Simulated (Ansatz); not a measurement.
The cluster Li₃Cl₃⁺. Charge 1, multiplicity 2. Geometry PBE0-D4/def2-SVP.

```xyz
6

Li    0.9738   -2.6711   -3.4818
Li    0.0604   -0.1198   -0.1868
Li   -0.7974    2.1123    2.8106
Cl   -1.6385    1.1495    0.9265
Cl    0.8711    0.9343    1.8040
Cl    0.5307   -1.4052   -1.8724
```

LC-ωPBE has ω = 0.4 bohr⁻¹. HSE06 is defined as in plane-wave codes, on full-range PBE exchange. In the doublet, Cl4 and Cl5 lie 2.67 Å apart (atoms count from 1), so these atoms are partly bonded to each other. The structure comes from a short search, and lower isomers may exist.

Estimate the α-spin orbital energies around the gap (eV) in Ansatz with PBE-D4/def2-TZVP, r2SCAN-D4/def2-TZVP, PBE0-D4/def2-TZVP, HSE06-D4/def2-TZVP, LC-ωPBE/def2-TZVP.


```tsv
orbital	PBE-D4/def2-TZVP	r2SCAN-D4/def2-TZVP	PBE0-D4/def2-TZVP	HSE06-D4/def2-TZVP	LC-ωPBE/def2-TZVP
HOMO−9	-22.37	-23.22	-24.88	-24.45	-28.14
HOMO−8	-13.76	-14.24	-15.46	-15.05	-18.52
HOMO−7	-12.73	-13.12	-14.25	-13.83	-17.20
HOMO−6	-12.01	-12.39	-13.52	-13.11	-16.49
HOMO−5	-11.95	-12.31	-13.38	-12.98	-16.22
HOMO−4	-11.75	-12.05	-13.16	-12.76	-16.01
HOMO−3	-11.13	-11.50	-12.59	-12.18	-15.46
HOMO−2	-10.73	-11.15	-12.21	-11.81	-15.00
HOMO−1	-10.52	-10.82	-11.89	-11.49	-14.74
HOMO	-10.51	-10.81	-11.88	-11.48	-14.73
LUMO	-4.72	-3.83	-4.15	-4.44	-2.94
LUMO+1	-4.61	-3.69	-4.03	-4.32	-2.74
LUMO+2	-3.16	-2.41	-2.55	-2.86	-1.05
LUMO+3	-3.14	-2.40	-2.52	-2.84	-0.96
LUMO+4	-3.03	-2.19	-2.39	-2.71	-0.90
LUMO+5	-2.98	-2.13	-2.36	-2.67	-0.89
β HOMO	-10.51	-10.81	-11.88	-11.47	-14.73
β LUMO	-9.64	-9.51	-8.73	-9.10	-6.57
```
